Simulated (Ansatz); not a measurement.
Basis-set extrapolation for `C[Si](O)(F)[AlH][OH]` (PBE0-D4/def2-TZVP geometry, frozen core, Ansatz). Multiplicity 1, RHF reference.

```
                      def2-TZVPP   def2-QZVPP
                 HF  -821.717476  -821.748199
    MP2 correlation    -1.100728    -1.192180
CCSD(T) correlation    -1.174903      not run
```

Energies in hartree. Use E(X) = E(∞) + A·exp(−7.88·√X) for Hartree–Fock and E(X) = E(∞) + B·X^(−2.97) for correlation, with X = 3 and 4, and add CCSD(T) minus MP2 of the smaller set to the MP2 limit.

**Question.** What is the CCSD(T) energy at the basis-set limit?

**Answer.** HF limit: -821.748199 + (-0.030723) × 0.13774 = -821.75243. MP2 limit: -1.192180 + (-0.091452) × 0.74074 = -1.25992. Higher-order term: -1.174903 − (-1.100728) = -0.07418. Total: -823.08653 hartree, 5.28 eV below CCSD(T)/def2-TZVPP.
